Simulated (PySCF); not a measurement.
## Electric field gradients and quadrupole coupling constants

Species: C₃H₇ClO₃Si.
Atom-mapped SMILES: `[CH3:1][O:2][Si@H:3]([Cl:4])[O:5][C:6]([CH3:7])=[O:8]` (hydrogens: H9, H10, H11 on C1; H12 on Si3; H13, H14, H15 on C7)

Geometry (GFN2-xTB, Å), atoms numbered from 1 in this order:
```xyz
15
C3H7ClO3Si angstrom
C     -3.0332   -0.5754   -0.5524
O     -1.6409   -0.5412   -0.4179
Si    -0.7554    0.3725    0.5672
Cl    -1.1543    2.3207    0.3197
O      0.7175    0.0310   -0.0742
C      1.8970    0.2210    0.5163
C      3.0474   -0.1227   -0.3861
O      1.9973    0.6296    1.6390
H     -3.4300    0.4266   -0.7258
H     -3.4921   -0.9836    0.3495
H     -3.2692   -1.2149   -1.4019
H     -0.8720    0.0065    1.9649
H      2.7414   -0.8616   -1.1203
H      3.3582    0.7823   -0.9062
H      3.8837   -0.4828    0.2062
```

Field gradients from the PBE0/pcSseg-1 density (PySCF, non-relativistic), principal values in atomic units, ordered |Vxx| ≤ |Vyy| ≤ |Vzz|:

```
atom      Vxx      Vyy      Vzz
  O2  -0.4955  -1.1881   1.6836
 Cl4  -0.8583  -1.0716   1.9300
  O5  -0.5905  -0.7718   1.3622
  O8   0.6226   1.0203  -1.6430
```

Problem. Find the asymmetry η = (Vxx − Vyy)/Vzz and the couplings χ = eQV/h (234.96 MHz × Q in barn × V in au), with Q(17O) = −0.0256 b, Q(35Cl) = −0.0817 b.

Solution. 
| atom | environment | nucleus | η | χzz (MHz) | χxx (MHz) | χyy (MHz) |
| --- | --- | --- | --- | --- | --- | --- |
| O2 | silyl ether oxygen | 17O | 0.41 | -10.13 | 2.98 | 7.15 |
| Cl4 | silicon-bound chlorine | 35Cl | 0.11 | -37.05 | 16.48 | 20.57 |
| O5 | oxygen singly bound to a carbonyl carbon | 17O | 0.13 | -8.19 | 3.55 | 4.64 |
| O8 | carbonyl oxygen | 17O | 0.24 | 9.88 | -3.75 | -6.14 |

Problem. What is Vzz at Cl4 in SI units (1 au = 9.71736 × 10²¹ V/m²)?

Solution. 1.9300 au = 18.754 × 10²¹ V/m².

Problem. And the gradient at the other heavy atoms, for which no coupling is worked out here?

Solution. 
| atom | environment | Vzz (au) | η |
| --- | --- | --- | --- |
| C1 | methoxy carbon | 0.445 | 0.05 |
| Si3 | chlorine-bound silicon | -0.529 | 0.53 |
| C6 | carbonyl carbon | -0.438 | 0.88 |
| C7 | methyl carbon next to a carbonyl | 0.106 | 0.51 |

Were the hydrogens deuterons (Q(2H) = 0.00286 b), χzz would run from 111 kHz (H12) to 210 kHz (H15 and H13).

One conformer (not necessarily the lowest) at the GFN2-xTB geometry, without solvent, vibrations or thermal averaging. GFN2-xTB bond lengths can be off by several hundredths of an ångström, more for odd bonds, and the gradients follow them. With so small a basis the couplings can be 20 % off.
